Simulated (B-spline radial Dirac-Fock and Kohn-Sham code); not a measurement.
## Satellites and hypersatellites of the K lines of Xe²⁷⁺

System: the Xe²⁷⁺ ion in the configuration [Ar] 3d9.

Level of theory: Dirac-Fock ΔSCF + Breit + QED; a radial finite-basis atomic code. Each two-hole energy is an average over J within one jj subconfiguration, not an observable level; in light atoms, where LS coupling holds, the j-resolved values are not observed lines, and for a K spectator the Kα1 hypersatellite is nearly forbidden. Electron correlation is not included.

Lines without a spectator: Kα2 (K-L2) 29481.0 eV, Kα1 (K-L3) 29803.4 eV, Kβ3 (K-M2) 33666.6 eV, Kβ1 (K-M3) 33732.9 eV. Shifts in eV with one spectator hole (a dash: not computed, or left out as unreliable):

```
spectator hole     Kα2     Kα1     Kβ3     Kβ1
    L2 (2p1/2)   +74.1   +94.1       –  +198.5
    L3 (2p3/2)   +69.9   +71.1  +172.4       –
    M2 (3p1/2)       –  +13.95   +32.8   +38.4
    M3 (3p3/2)  +10.25       –   +32.8   +32.5
```

Q: Where does the K-L3 hypersatellite lie, emitted when both K electrons are missing?

A: +661.2 eV from the normal line, at 30464.6 eV. Removing both K electrons costs 72051.2 eV, which is 932.4 eV more than twice the K binding energy.

With n spectator holes in 2p, averaged over the 2p shell (energies in eV):

| n | KαLⁿ | step | hypersatellite KαʰLⁿ |
| --- | --- | --- | --- |
| 0 | 29695.9 | – | 30349.0 |
| 1 | 29773.0 | +77.1 | 30427.8 |
| 2 | 29851.6 | +78.6 | 30508.0 |
| 3 | 29931.6 | +80.0 | 30589.6 |
| 4 | 30013.0 | +81.5 | 30672.7 |
| 5 | 30096.0 | +82.9 | 30757.2 |
